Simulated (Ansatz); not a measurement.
`S[SiH2][GaH2]` + H₂Se → `S[SiH2][SeH]` + `[GaH3]` at 500 K and 1 bar (cleavage of the Si–Ga bond).

Program: Ansatz. Geometries: PBE0-D4/def2-TZVP. ΔE: electronic, gas phase. CCSD(T)/CBS adds triple-zeta CCSD(T) − MP2 to the extrapolated MP2 energy (def2 sets, frozen cores). For Ga, Se outer-core shells are correlated without core-valence functions, which leaves a few kJ/mol of doubt a bond. Scalar relativity is left out up to krypton. One conformer a species, not always the lowest.

```tsv
species	CCSD(T)/CBS energy (Eh)	H − E (kJ/mol)	S (J/(mol·K))
`S[SiH2][GaH2]`	-2613.80410	147.9	411.1
H₂Se	-2401.89790	53.1	237.8
`S[SiH2][SeH]`	-3090.01366	130.2	383.1
`[GaH3]`	-1925.70545	69.3	243.1
```

H − E and S are ideal-gas, rigid-rotor, harmonic terms from PBE0-D4/def2-TZVP, for one conformer and one mirror image of each species. 1 Eh = 2625.50 kJ/mol, R = 8.31446 J/(mol·K).

Question: By hand: ΔE, ΔH, ΔS and ΔG.

Answer: ΔE = (-3090.01366) + (-1925.70545) − (-2613.80410) − (-2401.89790) = -0.01711 Eh = -44.9 kJ/mol. Δ(H − E) = 130.2 + 69.3 − 147.9 − 53.1 = -1.5, so ΔH = -46.4 kJ/mol. ΔS = 383.1 + 243.1 − 411.1 − 237.8 = -22.7 J/(mol·K). ΔG = -46.4 − 500 × (-22.7)/1000 = -35.0 kJ/mol.

Question: By hand: the equilibrium constant, and the temperature at which ΔG would vanish if ΔH and ΔS stayed fixed.

Answer: log₁₀ K = −ΔG/(RT ln 10) = 3.7. ΔG = 0 at ΔH/ΔS = 2044 K.

ΔH outweighs TΔS. A doubt of 5 kJ/mol in ΔE shifts log₁₀ K by 0.5 here. Other conformers and mirror images would add mixing entropy, several J/(mol·K) or more a flexible species. Modes under 60 cm⁻¹, often nearly free rotors, make the harmonic entropy too high. These are equilibria of isolated gas molecules and say nothing of rates. Largest T1 diagnostic: 0.013 (customary marks: 0.02 for closed shells, 0.045 for open ones).
